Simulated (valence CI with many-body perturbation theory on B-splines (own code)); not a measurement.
**As XXIX: calculated level list**

Method: relativistic CI+MBPT: three valence electrons over a frozen Dirac-Fock core [He], radial functions for each j: 11 s, 11 p, 10 d, 8 f, 5 g, 2 h, with the one-electron correlation potential Σ1 (screened to all orders), the two-electron term Σ2, the three-electron term Σ3, Breit, model QED; selected single and double excitations, second order for the rest, scaled by the run's own slope (own B-spline code, finite nucleus).

The last digits are not significant, and no measured levels were compared; by estimate large intervals hold to a few tenths of a per cent, small ones and those within an open d or f shell to about a per cent.

Levels 1 to 45 of 209, with energies above the lowest level, (2s^2 2p1/2) J=1/2. "Leading %" is the weight of the configuration and term that name the level; weights of strongly mixed levels are sums over their largest components and can fall short. In the jj column 3d3/2^4 stands for four electrons in 3d with j = 3/2. Lifetimes count E1, E2, E3, M1 and M2 decay at the calculated energies, and are blank where another channel may lead or the interval is too uncertain; long ones can be off by a factor of two.

| No. | Configuration | Term | J | E (× 10³ cm⁻¹) | Leading % | Lifetime | g | Leading jj |
| --- | --- | --- | --- | --- | --- | --- | --- | --- |
| 1 | 2s2.2p | 2P° | 1/2 | 0.00 | 98 |  | 0.657 | 2s^2 2p1/2 (98 %) |
| 2 | 2s2.2p | 2P° | 3/2 | 336.87 | 98 | 2.92 μs | 1.327 | 2s^2 2p3/2 (98 %) |
| 3 | 2s.2p2 | 4P | 1/2 | 603.37 | 87 | 1.51 ns | 2.546 | 2s 2p1/2^2 (78 %) |
| 4 | 2s.2p2 | 4P | 3/2 | 801.45 | 98 | 16.9 ns | 1.711 | 2s 2p1/2 2p3/2 (96 %) |
| 5 | 2s.2p2 | 4P | 5/2 | 915.58 | 78 | 1.88 ns | 1.507 | 2s 2p1/2 2p3/2 (79 %) |
| 6 | 2s.2p2 | 2D | 3/2 | 1175.7 | 86 | 32.6 ps | 0.871 | 2s 2p1/2 2p3/2 (92 %) |
| 7 | 2s.2p2 | 2P | 1/2 | 1266.2 | 71 | 13.5 ps | 1.099 | 2s 2p1/2 2p3/2 (74 %) |
| 8 | 2s.2p2 | 2D | 5/2 | 1310.0 | 78 | 95.0 ps | 1.280 | 2s 2p3/2^2 (79 %) |
| 9 | 2s.2p2 | 2S | 1/2 | 1626.5 | 69 | 16.0 ps | 1.672 | 2s 2p3/2^2 (90 %) |
| 10 | 2s.2p2 | 2P | 3/2 | 1638.2 | 86 | 10.6 ps | 1.266 | 2s 2p3/2^2 (88 %) |
| 11 | 2p3 | 4S° | 3/2 | 1911.1 | 61 | 15.0 ps | 1.663 | 2p1/2^2 2p3/2 (83 %) |
| 12 | 2p3 | 2D° | 3/2 | 2169.3 | 62 | 17.0 ps | 1.197 | 2p1/2 2p3/2^2 (87 %) |
| 13 | 2p3 | 2D° | 5/2 | 2249.6 | 100 | 21.2 ps | 1.193 | 2p1/2 2p3/2^2 (100 %) |
| 14 | 2p3 | 2P° | 1/2 | 2433.5 | 98 | 11.3 ps | 0.657 | 2p1/2 2p3/2^2 (98 %) |
| 15 | 2p3 | 2P° | 3/2 | 2669.9 | 66 | 10.8 ps | 1.256 | 2p3/2^3 (95 %) |
| 16 | 2s2.3s | 2S | 1/2 | 13936 | 96 | 129 fs | 1.999 | 2s^2 3s (96 %) |
| 17 | 2s2.3p | 2P° | 1/2 | 14178 | 93 | 1.98 ps | 0.667 | 2s^2 3p1/2 (93 %) |
| 18 | 2s2.3p | 2P° | 3/2 | 14272 | 92 | 1.57 ps | 1.335 | 2s^2 3p3/2 (92 %) |
| 19 | 2s.2p.3s | 4P° | 1/2 | 14414 | 93 | 128 fs | 2.536 | 2s 2p1/2 3s (96 %) |
| 20 | 2s.2p.3s | 4P° | 3/2 | 14479 | 82 | 117 fs | 1.657 | 2s 2p1/2 3s (84 %) |
| 21 | 2s2.3d | 2D | 3/2 | 14488 | 96 | 17.5 fs | 0.797 | 2s^2 3d3/2 (96 %) |
| 22 | 2s2.3d | 2D | 5/2 | 14517 | 96 | 18.7 fs | 1.198 | 2s^2 3d5/2 (96 %) |
| 23 | 2s.2p.3s | 2P° | 1/2 | 14562 | 93 | 181 fs | 0.733 | 2s 2p1/2 3s (89 %) |
| 24 | 2s.2p.3p | 4D | 1/2 | 14623 | 75 | 198 fs | 0.207 | 2s 2p1/2 3p1/2 (98 %) |
| 25 | 2s.2p.3p | 4D | 3/2 | 14682 | 64 | 193 fs | 1.212 | 2s 2p1/2 3p1/2 (85 %) |
| 26 | 2s.2p.3s | 4P° | 5/2 | 14741 | 98 | 100 fs | 1.594 | 2s 2p3/2 3s (98 %) |
| 27 | 2s.2p.3p | 4P | 3/2 | 14764 | 25 | 126 fs | 1.460 | 2s 2p1/2 3p3/2 (94 %) |
| 28 | 2s.2p.3p | 4P | 1/2 | 14787 | 58 | 112 fs | 2.041 | 2s 2p1/2 3p1/2 (84 %) |
| 29 | 2s.2p.3p | 2P | 1/2 | 14808 | 49 | 60.2 fs | 1.237 | 2s 2p1/2 3p3/2 (82 %) |
| 30 | 2s.2p.3p | 4D | 5/2 | 14812 | 75 | 2.05 ps | 1.379 | 2s 2p1/2 3p3/2 (82 %) |
| 31 | 2s.2p.3s | 2P° | 3/2 | 14835 | 86 | 119 fs | 1.372 | 2s 2p3/2 3s (96 %) |
| 32 | 2s.2p.3p | 2D | 3/2 | 14850 | 54 | 57.8 fs | 1.234 | 2s 2p1/2 3p3/2 (88 %) |
| 33 | 2s.2p.3d | 4F° | 3/2 | 14912 | 82 | 117 fs | 0.499 | 2s 2p1/2 3d3/2 (97 %) |
| 34 | 2s.2p.3d | 4F° | 5/2 | 14956 | 75 | 57.1 fs | 1.088 | 2s 2p1/2 3d3/2 (50 %) |
| 35 | 2s.2p.3d | 4P° | 5/2 | 15007 | 44 | 23.8 fs | 1.378 | 2s 2p1/2 3d5/2 (69 %) |
| 36 | 2s.2p.3p | 4P | 3/2 | 15013 | 51 | 141 fs | 1.564 | 2s 2p3/2 3p1/2 (94 %) |
| 37 | 2s.2p.3d | 4F° | 7/2 | 15026 | 64 | 32.0 fs | 1.272 | 2s 2p1/2 3d5/2 (84 %) |
| 38 | 2s.2p.3d | 4D° | 3/2 | 15029 | 52 | 15.1 fs | 1.307 | 2s 2p1/2 3d3/2 (55 %) |
| 39 | 2s.2p.3d | 4D° | 1/2 | 15034 | 77 | 12.2 fs | 0.293 | 2s 2p1/2 3d3/2 (85 %) |
| 40 | 2s.2p.3p | 4P | 5/2 | 15034 | 45 | 104 fs | 1.407 | 2s 2p3/2 3p1/2 (89 %) |
| 41 | 2s.2p.3p | 4D | 7/2 | 15057 | 100 | 43.3 ps | 1.424 | 2s 2p3/2 3p3/2 (100 %) |
| 42 | 2s.2p.3p | 2P | 3/2 | 15083 | 40 | 81.0 fs | 1.545 | 2s 2p3/2 3p3/2 (93 %) |
| 43 | 2s.2p.3d | 2D° | 3/2 | 15089 | 36 | 26.9 fs | 1.073 | 2s 2p1/2 3d5/2 (36 %) |
| 44 | 2s.2p.3s | 2P° | 1/2 | 15104 | 95 | 88.1 fs | 0.708 | 2s 2p3/2 3s (87 %) |
| 45 | 2s.2p.3d | 2F° | 5/2 | 15112 | 62 | 23.1 fs | 1.031 | 2s 2p1/2 3d5/2 (74 %) |

The ionisation energy to 2s2 1S_0 of the next ion comes out as 3089 eV (NIST: 3088.1 ± 1.9 eV (semi-empirical)). All 209 levels together are meant to be complete up to 20411 × 10³ cm⁻¹.
